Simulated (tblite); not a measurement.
C5H11AlGeO.
SMILES with atom numbers: `[CH3:1][O:2][AlH:3][C@H:4]1[CH:5]=[CH:6][CH2:7][GeH2:8]1` (hydrogens: H9, H10, H11 on C1; H12 on Al3; H13 on C4; H14 on C5; H15 on C6; H16, H17 on C7; H18, H19 on Ge8)

Geometry (GFN2-xTB, Å), atoms numbered from 1 in this order:
```xyz
19
C5H11AlGeO angstrom
C     -3.4497    0.7614    0.1013
O     -2.2329    0.2964   -0.4085
Al    -0.8156   -0.2359   -1.0545
C      0.4999   -1.4513   -0.1023
C      1.5682   -1.2854   -1.1124
C      2.2005   -0.1072   -1.1783
C      1.8272    0.9227   -0.1676
Ge     1.1341   -0.2012    1.3063
H     -3.6518    0.2981    1.0694
H     -3.4111    1.8457    0.2266
H     -4.2603    0.5140   -0.5882
H     -0.3870    0.2793   -2.4277
H      0.3051   -2.4863    0.1747
H      1.7869   -2.0883   -1.8028
H      2.9606    0.1084   -1.9137
H      0.9436    1.4891   -0.5334
H      2.6212    1.6418    0.0208
H      2.2190   -0.7720    2.2117
H      0.1324    0.4800    2.2165
```

Calculated harmonic vibrations of the isolated species, GFN2-xTB (tblite), most abundant isotopes, no scaling. Against measured fundamentals such values can be off by several per cent, at times by over 20. Modes of hydrogen on aluminium and germanium can be 10 to 20 % off. One conformer, not necessarily the lowest. The optimisation stopped once no atom felt more than 0.01 eV/Å.

Lowest wavenumbers of the output (negative numbers stand for imaginary wavenumbers):
```
mode    cm-1
  1     -25.2
  2      37.2
  3      62.1
  4     106.2
  5     137.9
  6     185.4
  7     217.0
  8     229.0
  9     284.6
 10     391.8
```

Question: Is this structure a minimum?

Answer: Not by this Hessian. 1 mode is imaginary beyond 20i (25i cm⁻¹), so at this level the point lies at or near a first-order saddle. The curvature is small, so loose convergence or finite differences may be the whole cause.

Question: Which atoms move in the imaginary mode?

Answer: 25i: H9 (methyl hydrogen) 33 %, H11 (methyl hydrogen) 33 %, H10 (methyl hydrogen) 33 %. These are shares of the mass-weighted motion.

Question: What is the remedy?

Answer: Step along that mode in both directions, optimise again with tighter thresholds and repeat the frequencies. The zero-point energy of this point (85.1 kcal/mol) counts the 50 real modes alone, and thermal corrections from it aren't those of a minimum.

Time: 1.6 s. Hardware: one thread of an Arm Neoverse N1, on a shared host. This covers the Hessian and the dipole derivatives.
